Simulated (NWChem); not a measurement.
# Spin states of BeF2

SMILES: [F][Be][F]
```xyz
3

Be     0.0000     0.0000     0.0000
F      0.0000     0.0000     1.3865
F      0.0000     0.0000    -1.3865
```
Charge 0, spin multiplicity 1.

Everything below was run with NWChem. Structure: optimised with B3LYP/def2-SVP, a minimum by its harmonic frequencies.

Basis set: def2-TZVP. The gap is E(triplet) − E(singlet) at the geometry of the singlet, so a negative value puts the higher spin lower. Open shells are unrestricted, and the singlet is the closed-shell solution. The triplet is the single determinant that the SCF runs reached, with unpaired electrons in orbitals of symmetry ag and b2g (D2h labels); it need not be the lowest triplet, which in molecules with degenerate π orbitals can need several determinants.

The correlated methods keep 3 core orbitals frozen. B3LYP has NWChem's definition, with VWN1-RPA local correlation. The structure started from a generated list of species. The stability of the SCF solutions was not checked. Open-shell Hartree-Fock references start from PBE0 orbitals.

Question: For the vertical singlet-triplet gap, B3LYP gives 210.4 kcal/mol and PBE0 gives 211.3 kcal/mol. What do PBE, HF, B2PLYP give?

Answer: PBE: 197.0 kcal/mol; HF: 234.3 kcal/mol; B2PLYP: 221.1 kcal/mol.
